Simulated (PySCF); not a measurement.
**Excitation energy of Ni²⁺ by level of theory**

Ni²⁺ [Ar] 3d8 (3F) → Ni²⁺ [Ar] 3d7 4p1 (high-spin determinant), as a difference of total energies. Computed with PySCF 2.14 in dyall-av2z (16s12p7d2f, 101 functions), with no relativity, point nucleus. Correlated levels: valence: [Ar] frozen; virtual orbitals above 40 to 60 times the deepest correlated orbital energy dropped. The calculations carry no spin-orbit coupling.

```csv
method,excitation energy (eV)
UHF,12.361
LDA,14.449
PBE,14.103
PBE0,13.909
r2SCAN,13.973
PBEsol,14.188
BP86,14.167
r2SCAN0,13.832
MP2 (valence),14.014
SCS-MP2 (valence),14.078
```

Problem. How much does correlation contribute at MP2 (valence)?

Solution. 14.014 − (12.361) = 1.653 eV, measured against UHF.

A first-order spin-orbit estimate (lowest level to lowest level, LS coupling) adds 0.026 eV.

The determinant of the upper state mixes LS terms, which raises its energy above the lowest term, most at the Hartree-Fock and MP2 levels.
